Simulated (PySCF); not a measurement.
C2H2F3, SMILES [C](F)(CF)F, multiplicity 2. Atoms are numbered in the order given.

```xyz
7

F     -1.6350    -0.5689     0.0000
C     -0.9130     0.6164     0.0000
C      0.5534     0.3707     0.0000
F      1.0683    -0.1773     1.0935
F      1.0683    -0.1773    -1.0935
H     -1.1782     1.1944    -0.8998
H     -1.1782     1.1944     0.8998
```
Charge 0, spin multiplicity 2.

Coordinates come from a B3LYP-D3(BJ)/def2-SVP optimisation. The isomer is the one that the SMILES or the coordinates give; other isomers of the formula were not compared. Other conformers were not sampled.

Two levels are set side by side: PBE/pcH-1 (PySCF) and B3LYP/pcH-1 (PySCF). Contact hyperfine couplings, same geometry. Differences are taken from unrounded values.

| quantity | PBE |
|---|---|
| A(iso) of 19F, atom F1 (MHz) | 223.7 |
| A(iso) of 13C, atom C2 (MHz) | 89.7 |
| A(iso) of 13C, atom C3 (MHz) | 304.5 |
| A(iso) of 19F, atom F4 (MHz) | 163.1 |
| A(iso) of 19F, atom F5 (MHz) | 163.1 |
| A(iso) of 1H, atom H6 (MHz) | -0.8 |
| A(iso) of 1H, atom H7 (MHz) | -0.8 |

Task: These are the PBE values. What does B3LYP give? (The exact figures need the calculation; the answer reports its results.)

Result: 
| quantity | B3LYP | PBE minus B3LYP |
|---|---|---|
| A(iso) of 19F, atom F1 (MHz) | 202.1 | 21.6 |
| A(iso) of 13C, atom C2 (MHz) | 83.3 | 6.4 |
| A(iso) of 13C, atom C3 (MHz) | 340.9 | -36.4 |
| A(iso) of 19F, atom F4 (MHz) | 206.8 | -43.7 |
| A(iso) of 19F, atom F5 (MHz) | 206.8 | -43.7 |
| A(iso) of 1H, atom H6 (MHz) | 0.2 | -1.0 |
| A(iso) of 1H, atom H7 (MHz) | 0.2 | -1.0 |

Rough cost on one machine, each run with all the roots and properties that it gave: B3LYP against PBE within a factor of 2.
